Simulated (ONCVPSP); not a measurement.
**Transferability test, ONCV potential for Cs**

ONCVPSP 4.0.1 input, shortened (lines: element, Z, core and valence counts, functional; n l f; lmax; l rc ep ncon nbas qcut; lloc lpopt rc5 dvloc0; l nproj debl; icmod fcfact rcfact), PBE, scalar-relativistic:

```
  Cs 55.00    9    3        4      upf
    1    0    2.00
    2    0    2.00
    2    1    6.00
    3    0    2.00
    3    1    6.00
    3    2   10.00
    4    0    2.00
    4    1    6.00
    4    2   10.00
    5    0    2.00
    5    1    6.00
    6    0    1.00
    2
    0    3.25    0.00    4    7    3.40
    1    1.95    0.00    5    8    3.90
    2    3.30    0.06    5    8    3.10
    4    1    1.70    0.00
    0    3    2.80
    1    1    1.90
    2    2    2.80
    1    0.70    0.00
```

In the d channel the program set the typed energies aside and used 0.050, 2.850 Ha.

Energies are relative to the spin-unpolarised reference configuration 5s2 5p6 6s1; without spin polarisation the order of configurations can differ from experiment.

```tsv
valence configuration	charge	ΔE all-electron (eV)	error AE − PS (meV)
5s2 5p6 6s0	+1	3.863	-0.8
5s2 5p6 6s0.5	+0.5	1.471	-0.2
5s2 5p6 6s0 6p1	0	1.371	+4.5
```

Task: What are ΔE and the potential's error for 5s2 5p5 6s1?

Result: ΔE = 17.865 eV all-electron; the error (AE − PS) is +3.1 meV.

Note: no bound ghost flagged; GHOST(+) flagged for s at 108.0 eV.
